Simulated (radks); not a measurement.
Results of a calculation; reference values are marked as such.
Question: Numerical settings for neutral europium, [Xe] 4f7 6s2. Code: a radial shooting solver on a logarithmic mesh with Libxc functionals. Model: scalar-relativistic Kohn-Sham, r2SCAN, spin-unpolarised, spherical densities, finite nucleus; meta-GGA in the generalised Kohn-Sham scheme; Fermi nuclear charge, rms radius 5.1115 fm. The defaults (mesh step 0.008 in ln r, mesh end at 40 bohr or more with all orbitals vanishing there, Anderson mixing 0.5 over 9 steps, residual threshold near 1e-9 with the energy settled to 1e-9 hartree or 1e-11 of itself, here a cap of 77 iterations) give E = -10844.418 hartree and 4f at -2.524 eV in 11 iterations. Run on one thread of a shared host, so times are rough (Arm Neoverse V1): 0.13 s of CPU time, 0.13 s wall, 11 iterations on 2440 mesh points. One setting is changed at a time: mesh step in ln r 0.2; mesh step in ln r 0.08; mesh step in ln r 0.12; mesh end (bohr) 400; mesh end (bohr) 12; residual threshold 1e-05; residual threshold 0.001; mixing 0.05; linear mixing, mixing 0.5; linear mixing, mixing 0.2; mixing history 3; iteration cap 2. Which runs fail to converge, and which converge to a wrong energy?

Answer: Not converged within the cap: mesh step in ln r 0.2; mesh step in ln r 0.08; mesh step in ln r 0.12; mixing 0.05; iteration cap 2. No run marked as converged misses the energy by more than 1 mhartree.
